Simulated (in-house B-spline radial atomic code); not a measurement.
Results of a calculation; reference values are marked as such.
**Building a PAW s channel for Fe, r_c = 2.75 bohr**

Fe, [Ar] 3d6 4s2, non-relativistic LDA (VWN5), spherical and spin-unpolarised, from a B-spline radial code for spherical atoms (atomic units; all potentials screened as in the neutral atom).

Two all-electron partial waves φ1, φ2 are integrated outwards at E1 = ε(4s) = -0.197978 and E2 = E1 + 1 hartree; φ1 is the bound orbital and φ2 has unit norm inside r_c = 2.7456 bohr. Smooth partners are polynomials, r^1(a0 + a1 r² + a2 r⁴ + a3 r⁶), matched to φ and three derivatives at r_c, with no condition on the norm. The local potential is -2.41582 + (0.72933) r² + (-0.0949123) r⁴ + (0.0045657) r⁶ inside 2.3056 bohr and the all-electron one outside.

```tsv
wave	φ(r_c)	φ'(r_c)	a0	a1	a2	a3
1	0.6114984	-0.09129565	0.3917155	-0.01962732	-0.0009514391	7.710068e-05
2	0.3184878	1.6874	-1.669011	0.3897202	-0.0229888	0.0003584148
```

Inside r_c the overlaps are <φi φj> = [[0.47358, -0.53046], [-0.53046, 1.00000]] and, for the smooth waves, [[0.59750, -0.96748], [-0.96748, 2.50888]]. With χj = (Ej − T − V_local) applied to smooth wave j, the program's quadrature gives the matrix B_ij = <smooth i, χj> as [[0.29745, -1.27848], [-0.84146, 3.73500]].

Q: Check the match of the first wave, and find the augmentation charges q_ij.

A: At r_c the four terms are 1.07549, -0.40623, -0.14845, 0.09068, which sum to 0.6115, φ1(r_c) to rounding. q_ij is the all-electron overlap less the smooth one: [[-0.12392, 0.43702], [0.43702, -1.50888]]. The smooth first wave has a norm of 0.5975 inside r_c against 0.4736, so q11 is negative and must stay small enough for the overlap operator to be positive.

Q: B isn't symmetric. Show that D_ij = B_ij + Ej q_ij is.

A: Integrating by parts gives B12 − B21 = (E1 − E2) q12: -1.27848 − (-0.84146) = -0.43702, and −1 × (0.43702) = -0.43702. So D12 = -1.27848 + (0.802022)(0.43702) = -0.92798 and D21 = -0.84146 + (-0.197978)(0.43702) = -0.92798; D11 = 0.32198, D22 = 2.52485. The projectors, p = (B⁻¹)ᵀ χ, are dual to the smooth waves; det B = 0.035.

Solving (T + V_local + Σ p D p) ψ = E (1 + Σ p q p) ψ in a sphere of 9 bohr, whose wall lifts the free-atom level a little, gives these levels:

```tsv
all-electron	one projector	two projectors
-0.197538	-0.197538	-0.197538
0.089966	0.087625	0.089958
0.433753	0.406982	0.433737
0.935678	0.749357	0.935668
1.584990	1.125080	1.583920
```

Q: What does the second projector gain?

A: With one projector the errors are 0.00, -2.34, -26.77 millihartree, and the level at 0.7494 is out of step with the all-electron series: an extra state, or one far too low, so the pairing ends there; skipping it, the next levels are off by +189.4 millihartree. With two the errors are 0.00, -0.01, -0.02, -0.01, -1.07 millihartree. The scattering is exact at E1 and at E2 = 0.802, and over all levels compared the largest error is 1.1 millihartree. The lowest eigenvalue of the overlap operator is 0.5782 with one and 0.06359 with two projectors, close enough to zero to make that set ill-conditioned. The smooth orbital alone needs a cutoff of 0.98 hartree for 1 millihartree of kinetic energy, against 4.15 for a norm-conserving Troullier-Martins orbital of the same radius; part of the gain comes from giving up the norm, part from the simpler form.
